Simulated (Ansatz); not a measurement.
Saddle point of GaH₂ClO₂, closed shell (GaH₂ClO₂ ([OH][Ga]([OH])[Cl]) → GaClO + H₂O (still joined by a long Ga–O bond); bonds formed: O2–H4; bonds broken: O3–H4; bonds weakened to dative contacts: Ga1–O2), PBE0-D4/def2-TZVP structure:

Ga1  (-0.630, 0.338, -0.626)
O2  (0.946, -0.130, 0.574)
O3  (-0.486, -1.329, -0.928)
H4  (0.554, -1.029, 0.079)
Cl5  (-1.273, 2.328, -0.632)
H6  (0.889, -0.179, 1.533)
(Å)

Energies are electronic, without zero-point energy. Barriers and step energies count from the start structure reached by relaxing down the imaginary mode; all methods use the PBE0-D4 structures, on which another method's saddle can fall below an end. Program: Ansatz 0.2.0. Basis: def2-TZVPP, with def2-QZVPP for the basis limit. Cores are frozen in the correlated methods. Filled d shells of the heavier atoms are correlated. The def2 sets are not built for correlating such inner shells, so the correlated values are less sure here. B3LYP uses VWN-RPA correlation. Extrapolation: Hartree–Fock as exp(−7.88 √X), correlation as X^−2.97.

```csv
method,barrier (kJ/mol),step energy (kJ/mol)
SPW92,171.5,180.3
PBE-D4,183.4,178.2
BLYP-D4,188.4,175.9
r2SCAN-D4,205.2,198.9
B97M-V,214.9,198.8
PBE0-D4,213.0,207.0
B3LYP-D4,212.0,199.9
r2SCAN0-D4,226.0,219.4
BHLYP-D4,244.3,230.6
CAM-B3LYP-D4,221.5,212.5
wB97X-V,226.2,217.2
wB97M-V,?,211.0
B2PLYP,211.6,198.2
PBE-QIDH,?,216.6
RPA on PBE,?,198.3
HF,293.3,269.4
MP2,212.4,201.2
CCSD,236.1,223.3
CCSD(T),221.1,209.6
```

Task: Fill in the withheld barriers. (To be estimated.)

Result: Computed: RPA on PBE 210.6; PBE-QIDH 224.6; wB97M-V 221.1 kJ/mol. Each is the energy of the saddle less that of the start structure, by the same method.

For comparison, the barrier by CCSD(T) at an estimated basis limit (MP2 extrapolated from triple and quadruple zeta, plus CCSD(T) − MP2 in triple zeta) is 220.0 kJ/mol.

T1 diagnostic: at most 0.021.

Labels in which every atom is bracketed show which atoms are joined, not bond orders.

For scale, one of the runs: CCSD(T)/def2-TZVPP, 180 basis functions, launched by `ansatz run in.yaml --threads 4 --pin off --events-out ev --progress --plain --max-ram 9574MiB`. The run took 100 s on 4 CPU threads of an AMD EPYC (shared host), with 1.8 GiB of host memory at its peak.
